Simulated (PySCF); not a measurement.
Osmium: a sound run and one with changed settings

Sound run: Os [Xe] 4f14 5d6 6s2, Os⁺ [Xe] 4f14 5d6 6s1. All numbers are calculated (PySCF 2.14, a scalar-relativistic core potential, in cc-pVDZ-PP with ECP60MDF). The sound run starts from symmetry-adapted Hartree-Fock orbitals and uses a fine grid where one is needed.

A second run was set up differently.

```tsv
species	method	sound run (hartree)	changed run (hartree)	converged
Os	UHF	-90.06628	-90.06628	yes
Os	M06-2X	-90.67982	-90.68351	yes
Os	MN15	-90.64859	-90.67853	yes
Os⁺	UHF	-89.82496	-89.82496	yes
Os⁺	M06-2X	-90.36256	-90.36509	yes
Os⁺	MN15	-90.33440	-90.36546	yes
```

Ionisation energy of Os:

| method | sound run (eV) | changed run (eV) |
| --- | --- | --- |
| UHF | 6.567 | 6.567 |
| M06-2X | 8.633 | 8.665 |
| MN15 | 8.550 | 8.519 |

(1) What was changed?
A. minimal basis
B. too few SCF iterations
C. level shift left on
D. radial grid too coarse

Answers

(1) D. It used radial step 0.3 in ln r (0.13 in the sound run). A coarse radial grid mis-integrates the density and the exchange-correlation energy, with errors of either sign; Hartree-Fock needs no grid.
